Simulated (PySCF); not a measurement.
## TDDFT excited states: C6H14NP

Species: C6H14NP.
SMILES: `C[C@@H]1CCP1N(C)C`

The calculation used TDDFT CAM-B3LYP/def2-SVPD, vertical, gas phase, core orbitals frozen in the response (PySCF 2.14.0, density-fitted response routines). The structure is a single PBE0-D3(BJ)/def2-SVP conformer in the gas phase; no vibrational or solvent corrections.

```csv
state,E (eV),E (hartree),f,"main configurations (H = HOMO, L = LUMO)"
S1,5.12,0.1882,0.036,"H→L (61%), H→L+1 (20%), H→L+4 (10%)"
S2,5.27,0.1937,0.073,"H→L+2 (38%), H→L+1 (36%)"
S3,5.73,0.2105,0.0094,"H→L+2 (52%), H→L+1 (27%), H→L (13%)"
S4,6.53,0.2399,0.056,H→L+3 (76%)
S5,6.57,0.2416,0.0046,"H→L+4 (74%), H→L (12%)"
S6,6.79,0.2497,0.070,"H→L+6 (48%), H→L+7 (17%), H→L+5 (15%)"
S7,6.96,0.2559,0.012,"H→L+5 (44%), H-1→L (15%), H-1→L+1 (14%)"
S8,7.05,0.2591,0.018,"H→L+7 (33%), H-1→L (21%), H-1→L+2 (14%)"
S9,7.20,0.2647,0.0083,"H-1→L+1 (35%), H-1→L+2 (14%), H→L+5 (14%)"
S10,7.26,0.2669,0.035,"H-1→L (28%), H→L+5 (12%), H→L+7 (11%)"
```

Triplets, Tamm–Dancoff:

```
state  E (eV)  λ (nm)  main configurations (H = HOMO, L = LUMO)
   T1    4.36   284.1       H→L (52%), H→L+4 (17%), H→L+1 (10%)
   T2    4.44   279.3     H→L+1 (40%), H→L+2 (24%), H→L+6 (14%)
   T3    5.59   221.8       H→L+2 (58%), H→L+1 (22%), H→L (10%)
   T4    6.36   195.1       H→L+4 (49%), H→L (21%), H-1→L (10%)
```

The lowest singlet comes at 242 nm (494 kJ/mol) in the ultraviolet; it is of moderate strength; its leading configuration is HOMO→LUMO (61%). The strongest level in the table is S2 at 5.27 eV (235 nm, f = 0.073). Löwdin shares by element: HOMO nitrogen 34%, phosphorus 33%, carbon 13% or more (atoms not listed hold the other 19%); LUMO carbon 24% or more, phosphorus 16%, hydrogen 6% or more (atoms not listed hold the other 54%). The listed states span 2.14 eV, and the widest gap between neighbours is 0.80 eV (S3 to S4). The oscillator strengths of these states sum to 0.324; summed over the whole spectrum of an exact calculation they would give the number of electrons, 72 (Thomas–Reiche–Kuhn). Of the 10 states listed, 7 reach f = 0.01 and none stays under 0.0005. The vertical ionisation energy (ΔSCF) is 7.45 eV, 0.19 eV above S10. Only the lowest 10 singlets were computed, as vertical energies without vibronic structure.

Hardware: AMD EPYC 7R13, one thread, no GPU, shared host with 96 logical CPUs at a one-minute load of 14. Cost: 2.1 min of wall time, 1.5 GiB resident at most.

Without π bonds the low states are Rydberg-like; a valence basis with one diffuse set may place them up to an eV too high.
